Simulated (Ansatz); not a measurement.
C$_{4}$H$_{6}$AlBr (SMILES C=[CH][Al]([Br])[CH]=C), singlet, at a GFN2-xTB geometry (such geometries of metal compounds can be far from the true shape), atoms displaced at random by about 0.08 Å a coordinate; HF/STO-3G, gradient run with Ansatz (a first-principles code).

Input for Ansatz:
Ansatz 0.2 input:
```yaml
crystal:
  periodic: [false, false, false]
  atoms:
    - {symbol: Al, position_ang: [-0.31131149, -0.23340987, -0.24204463]}
    - {symbol: Br, position_ang: [1.13269255, 1.22560739, 1.02364838]}
    - {symbol: C, position_ang: [-1.73591464, 0.52132747, -1.14602309]}
    - {symbol: C, position_ang: [-2.43241019, -0.04450938, -2.14530539]}
    - {symbol: H, position_ang: [-1.98003013, 1.57514237, -0.99451502]}
    - {symbol: H, position_ang: [-3.38915868, 0.43684322, -2.72710961]}
    - {symbol: H, position_ang: [-2.48455732, -1.06199705, -2.40882392]}
    - {symbol: C, position_ang: [0.19834395, -2.14806046, -0.21514650]}
    - {symbol: C, position_ang: [-0.27899072, -3.28604582, -0.58643375]}
    - {symbol: H, position_ang: [1.34466141, -2.43607326, 0.34947293]}
    - {symbol: H, position_ang: [-0.22839225, -4.22394167, -0.41701472]}
    - {symbol: H, position_ang: [-1.38893552, -3.10560285, -1.11349991]}
basis:
  gaussian:
    orbitals: STO-3G
hamiltonian:
  xc: hf
output: {forces: true}
```

It wrote (shortened):

```
Functional definition: HF
631 factors; integrals over basis functions are off by at most 5.6e-5 eV
mean field evaluation 1: about -79909.0295 eV, gradient 2.1e1 eV
mean field evaluation 2: about -79909.1446 eV, gradient 2.1e1 eV
mean field evaluation 4: about -79911.3560 eV, gradient 2.0e0 eV
mean field evaluation 8: about -79911.3718 eV, gradient 4.9e-5 eV
mean field -79911.37182199 eV, -2936.6887485848 hartree, gradient 7.0e-5 eV, S^2 0.000000; 0 other end points of the search recorded, 0 dependent functions left out
the calculation of the forces begins
reference -79911.37182199 eV, -2936.6887485848 hartree; 39, 39 occupied and 14, 14 virtual orbitals, 631 factors
Total energy: -79911.37182199 eV, -2936.6887485848 hartree
Atom 0 at    -0.311311    -0.233410    -0.242045 Å, force     2.967424    -0.479642     1.913233 eV/Å
Atom 1 at     1.132693     1.225607     1.023648 Å, force    -2.141352    -2.165892    -1.852253 eV/Å
Atom 2 at    -1.735915     0.521327    -1.146023 Å, force    -1.744756     0.115915    -2.674177 eV/Å
Atom 3 at    -2.432410    -0.044509    -2.145305 Å, force    -3.987838     3.229076     0.156840 eV/Å
Atom 4 at    -1.980030     1.575142    -0.994515 Å, force     0.228827    -0.296269     0.151045 eV/Å
Atom 5 at    -3.389159     0.436843    -2.727110 Å, force     3.888837    -0.772812     2.267211 eV/Å
Atom 6 at    -2.484557    -1.061997    -2.408824 Å, force     1.196032    -1.874387    -0.210719 eV/Å
Atom 7 at     0.198344    -2.148060    -0.215146 Å, force     8.220502     0.252069     3.893672 eV/Å
Atom 8 at    -0.278991    -3.286046    -0.586434 Å, force   -10.268774     9.078501    -4.857719 eV/Å
Atom 9 at     1.344661    -2.436073     0.349473 Å, force    -4.879587     2.260913    -2.021593 eV/Å
Atom 10 at    -0.228392    -4.223942    -0.417015 Å, force     2.448386    -8.030634     1.636147 eV/Å
Atom 11 at    -1.388936    -3.105603    -1.113500 Å, force     4.072299    -1.316837     1.598314 eV/Å
Dipole moment:    -0.468425    -0.258002    -0.338434 e Å
```
